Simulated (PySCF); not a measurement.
Löwdin shares of the frontier orbitals

C₃H₁₂Si₃.
Geometry (PBE0-D3(BJ)/def2-SVP, Å), atoms numbered from 1 in this order:
```
atom  x, y, z in Å
C1     3.1139   -0.4850   -0.3862
C2     2.2240    0.1261    0.4045
Si3    0.6833    0.9711   -0.2335
C4    -0.8782    0.1642    0.4611
Si5   -2.4302    1.1184   -0.0235
Si6   -0.9986   -1.6620    0.0042
H7     2.9902   -0.5164   -1.4749
H8     4.0055   -0.9823    0.0124
H9     2.4054    0.1177    1.4883
H10    0.6913    2.4191    0.1511
H11    0.6724    0.8703   -1.7266
H12   -0.8070    0.2167    1.5648
H13   -2.5592    1.1603   -1.5129
H14   -2.3626    2.5229    0.4864
H15   -3.6536    0.4669    0.5391
H16    0.1948   -2.4198    0.4882
H17   -2.2243   -2.2706    0.6094
H18   -1.0847   -1.8048   -1.4821
```

Computed, not measured: PySCF 2.14.0, density-fitted response routines, TDDFT CAM-B3LYP/def2-SVPD, vertical, gas phase, core orbitals frozen in the response.

Kohn–Sham orbitals with the atoms that hold most of them (Löwdin shares over 4%, at most four atoms; ? is withheld):

```csv
orbital,ε (eV),atoms
LUMO+2,1.35,"C1 14%, Si3 13%, Si5 11%, Si6 10%"
LUMO+1,1.11,"Si5 17%, Si6 15%, Si3 12%, H12 8%"
LUMO,?,"C1 31%, C2 26%, Si3 9%, H8 5%"
HOMO,-9.27,?
HOMO-1,-9.87,?
HOMO-2,-10.12,"C4 26%, Si6 14%, Si3 10%, C2 9%"
HOMO-3,-10.54,"Si6 15%, C2 14%, Si3 13%, H16 10%"
```

Task: Give the leading atoms of the HOMO-1.

Result: C4 (bonded to 3 Si and H) 23%; C2 (bonded to C, Si and H) 14%; Si5 (bonded to C and 3 H) 12%; Si3 (bonded to 2 C and 2 H) 11%. By element: carbon 37% or more, silicon 23% or more.

Task: Which atoms hold the HOMO, and with what shares?

Result: C1 (bonded to C and 2 H) 32%; C2 (bonded to C, Si and H) 32%; C4 (bonded to 3 Si and H) 9%; Si3 (bonded to 2 C and 2 H) 8%. By element: carbon 72%, silicon 8% or more.

Task: What is the LUMO energy, and the HOMO–LUMO gap?

Result: ε(LUMO) = 0.47 eV; the gap is 9.75 eV (0.3583 hartree).

Task: The HOMO–LUMO gap is 9.75 eV. Where does the response calculation put the lowest singlet, and from which orbitals?

Result: S1 is at 6.65 eV (f = 0.0095), 3.10 eV below the gap, made of HOMO-1→LUMO (58%), HOMO-3→LUMO (22%). Its leading pair isn't HOMO and LUMO; the energies of that pair differ by 10.35 eV. Without the coupling terms of the response equations the lowest excitation would equal the gap.

Next come S2 at 7.03 eV (f 0.422), HOMO→LUMO (92%); S3 at 7.53 eV (f 0.038), HOMO→LUMO+2 (44%), HOMO→LUMO+1 (32%); S4 at 7.73 eV (f 0.037), HOMO-2→LUMO (26%), HOMO→LUMO+1 (24%), HOMO→LUMO+2 (20%); S5 at 7.80 eV (f 0.046), HOMO-1→LUMO (26%), HOMO-3→LUMO (20%), HOMO-1→LUMO+1 (17%).

One conformer stands for the species.
